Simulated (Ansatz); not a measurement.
The HOMO–LUMO gap down a group: Si to Sn

Gas-phase molecules, one atom swapped for its congeners: SiH(OH)3; GeH(OH)3; SnH(OH)3. All are singlets with charge 0.

Shapes, held fixed at every level: PBE0-D4/def2-TZVP. Flexible molecules stand in one conformer, not always the lowest. Programs: Ansatz 0.2.0. Values in eV.

```csv
level,SiH(OH)3,GeH(OH)3,SnH(OH)3
PBE-D4/def2-TZVPP,7.31,6.47,5.19
B3LYP-D4/def2-TZVPP,9.19,8.48,7.19
BHLYP-D4/def2-TZVPP,12.00,11.52,10.28
PBE0-D4/def2-TZVPP,9.82,9.15,7.82
wB97X-V/def2-TZVPP,14.25,13.67,12.41
wB97M-V/def2-TZVPP,13.65,13.19,12.06
```

At wB97M-V/def2-TZVPP the HOMO–LUMO gap falls at every step, from 13.65 to 12.06 eV. Every level shows the same order. For atoms past krypton def2 sets carry core potentials with scalar relativity. Relativity is left out for Ge. Orbital gaps aren't excitation energies, and the LUMO depends on the basis.
